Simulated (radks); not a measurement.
The numbers below are computed, except where a source is named.
P I, 15 electrons, occupied as [Ne] 3s2 3p3. Code: a radial shooting solver on a logarithmic mesh with Libxc functionals. Model: non-relativistic Kohn-Sham, LDA (Slater exchange, Perdew-Wang correlation), spin-polarised, spherical densities, point nucleus; open shells are filled with parallel spins first.

Radial electron density D(r) = 4 pi r^2 rho(r):

| r (bohr) | D(r) (e/bohr) | spin D(r) |
|---|---|---|
| 0.009113 | 1.726 | -0.0000613 |
| 0.01177 | 2.659 | -0.0000786 |
| 0.01509 | 3.955 | -0.0000763 |
| 0.01933 | 5.721 | -0.00000580 |
| 0.02477 | 7.989 | 0.000258 |
| 0.032 | 10.76 | 0.00105 |
| 0.04101 | 13.54 | 0.00299 |
| 0.05255 | 15.85 | 0.00747 |
| 0.06788 | 17.00 | 0.0175 |
| 0.08698 | 16.38 | 0.0367 |
| 0.1115 | 14.25 | 0.0708 |
| 0.144 | 11.78 | 0.126 |
| 0.1845 | 10.92 | 0.196 |
| 0.2364 | 12.39 | 0.259 |
| 0.303 | 14.94 | 0.276 |
| 0.3914 | 15.84 | 0.205 |
| 0.5016 | 13.28 | 0.0720 |
| 0.6427 | 8.439 | -0.00680 |
| 0.8302 | 4.120 | 0.144 |
| 1.064 | 2.427 | 0.579 |
| 1.363 | 2.493 | 1.12 |
| 1.761 | 2.619 | 1.42 |
| 2.257 | 2.031 | 1.25 |
| 2.892 | 1.124 | 0.778 |
| 3.706 | 0.4388 | 0.340 |
| 4.787 | 0.1109 | 0.0951 |
| 6.135 | 0.01842 | 0.0170 |
| 7.861 | 0.001756 | 0.00170 |

D(r) has 3 maxima, at r = 0.0706, 0.370, 1.64 bohr, and minima at 0.179, 1.16 bohr, inside which lie 2.19, 10.37 electrons.
